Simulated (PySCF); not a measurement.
Computed Raman spectrum (relative Raman activity) of a molecule CH₅AlOS. The structure is a stationary point at PBE-D3(BJ)/def2-SVP. The values are those of a single conformer. Level of theory: PBE-D3(BJ)/def2-SVP (PySCF). Frequencies are harmonic and unscaled.

```tsv
ν (cm⁻¹)	relative intensity
454	13
604	3.9
643	7.3
730	6.4
1140	2.2
1207	8.3
1419	12
1424	18
1433	7.3
1933	90
2615	81
2911	100
2986	62
2999	86
```

**Question.** Pick the molecule that these values belong to.
A) C[S][AlH][OH]
B) C[O][AlH][SH]
C) [CH3][Al]([OH])[SH]

**Answer.** B, C[O][AlH][SH]
